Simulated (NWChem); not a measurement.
ammonia borane (BNH$_{6}$); SMILES [BH3-][NH3+]

All runs: NWChem. Pople sets run with spherical d functions. Each level has its own optimisation; frequencies are unscaled.

| level | r B–N (Å) | r B–H (Å) | r H–N (Å) | highest harmonic frequency (cm⁻¹) | lowest (cm⁻¹) | zero-point energy (kcal/mol) | dipole (D) |
|---|---|---|---|---|---|---|---|
| Hartree-Fock/3-21G | 1.713 | 1.209 | 1.010 | 3722 | 250 | 46.4 | 5.73 |
| B3LYP/6-31G* | [?] | 1.211 | [?] | [?] | [?] | [?] | 5.60 |
| Hartree-Fock/6-31G* | 1.689 | 1.208 | 1.004 | 3806 | 253 | 46.5 | 5.57 |
| PBE-D3(BJ)/def2-SVP | 1.644 | 1.232 | 1.030 | 3483 | 282 | 42.4 | 5.71 |

**Question.** Complete the blanks.

**Answer.** 
- B3LYP/6-31G*, r B–N (Å): 1.669
- B3LYP/6-31G*, r H–N (Å): 1.020
- B3LYP/6-31G*, highest harmonic frequency (cm⁻¹): 3558
- B3LYP/6-31G*, lowest (cm⁻¹): 265
- B3LYP/6-31G*, zero-point energy (kcal/mol): 44.0
